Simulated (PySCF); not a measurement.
## Ionisation energy of Rh⁺ by level of theory

Rh⁺ [Kr] 4d8 (3F) → Rh²⁺ [Kr] 4d7 (4F), as a difference of total energies. All numbers are calculated (PySCF 2.14, the spin-free X2C one-electron Hamiltonian (Gaussian nucleus), in x2c-TZVPall (8s6p6d1f, 63 functions)). Correlated levels: valence: [Kr] frozen. The calculations carry no spin-orbit coupling.

```json
{"method": "UHF", "ionisation energy (eV)": "16.162"}
{"method": "BP86", "ionisation energy (eV)": "18.617"}
{"method": "r2SCAN", "ionisation energy (eV)": "18.196"}
{"method": "MP2 (valence)", "ionisation energy (eV)": "17.434"}
{"method": "SCS-MP2 (valence)", "ionisation energy (eV)": "17.444"}
```

Task: How much does correlation contribute at MP2 (valence)?

Result: 17.434 − (16.162) = 1.272 eV, measured against UHF.

The reference lies between the lowest fine-structure levels, while these numbers refer to the centres of the terms.

Errors of the correlated levels include the incompleteness of this basis and the frozen core.

For comparison: 18.08 eV (semi-empirical (NIST evaluation); NIST Atomic Spectra Database, ionization energies).
